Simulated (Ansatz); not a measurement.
Reaction (hydrogenolysis of a C–C bond): `OCCC[SiH3]` + H₂ → `CC[SiH3]` + CH₃OH

Gas-phase electronic energies from Ansatz, PBE0-D4/def2-TZVP geometries. CCSD(T)/CBS is the MP2 limit (def2-TZVPP, def2-QZVPP) plus CCSD(T) − MP2 in def2-TZVPP, frozen cores. This one scheme is used for every species. DFT in def2-TZVPP. Each species was taken in one conformer, which may not be the lowest.

```csv
species,PBE0-D4 energy (Eh)
`OCCC[SiH3]`,-484.78578
H₂,-1.16855
`CC[SiH3]`,-370.33170
CH₃OH,-115.64111
```

Q: Work out ΔE.

A: ΔE = (-370.33170) + (-115.64111) − (-484.78578) − (-1.16855) = -0.01848 Eh = -11.6 kcal/mol. CCSD(T)/CBS gives -11.0 kcal/mol.

Largest T1 diagnostic among the species: 0.010.

In def2-TZVPP, CCSD(T) changes the Hartree–Fock value by +6.3 kcal/mol (the triples alone add +1.2 kcal/mol) and MP2 by +7.3 kcal/mol. The D4 term adds +3.1 kcal/mol with B3LYP and +1.8 kcal/mol with PBE0; it sums over pairs of atoms, weighted by their polarisabilities, and B3LYP, whose exchange is more repulsive, gets the larger term.

B3LYP here is the variant with VWN-RPA as its local correlation; programs differ in this.
